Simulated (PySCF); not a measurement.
## From computed data to an observable: chemical shift, span and skew from a shielding tensor

C2H7NOSi, SMILES OC/C=N/[SiH3]. Atoms are numbered in the order given.

```xyz
12

O     -2.6959     1.0071     0.0258
C     -1.8442    -0.0068     0.5218
C     -0.4962    -0.0224    -0.1672
N      0.5878    -0.3265     0.4351
Si     2.1748    -0.3933    -0.3367
H     -2.2915     1.8621     0.2618
H     -1.6828     0.0268     1.6256
H     -2.3472    -0.9759     0.3003
H     -0.5616     0.2607    -1.2552
H      3.0893     0.5427     0.4011
H      2.7000    -1.7937    -0.1975
H      2.1406    -0.0121    -1.8020
```
Charge 0, spin multiplicity 1.

Geometry optimised at PBE-D3(BJ)/def2-SVP. The structure was generated by enumeration; whether it is a known compound was not checked. One conformer was computed; it need not be the lowest.

GIAO shieldings from PBE/pcSseg-1 (PySCF), non-relativistic, no solvent. The symmetric part of the tensor of Si5 has the principal values 313.5, 369.6, 452.4 ppm. The same nucleus in TMS has σ = 335.4 ppm at this level (PySCF, at its B3LYP-D3(BJ)/def2-TZVP geometry).

### Question
Work out the isotropic shielding, the ²⁹Si shift against TMS, the span and the skew.

### Answer

σ(iso) = (σ11 + σ22 + σ33)/3 = 378.5 ppm. δ = σ(ref) − σ(iso) = 335.4 − (378.5) = -43.1 ppm.
Span Ω = σ33 − σ11 = 138.9 ppm. Skew κ = 3(σ(iso) − σ22)/Ω = 0.19. Tumbling in solution averages the tensor to δ; in a static solid the shielding alone would spread this spin-1/2 line over Ω.
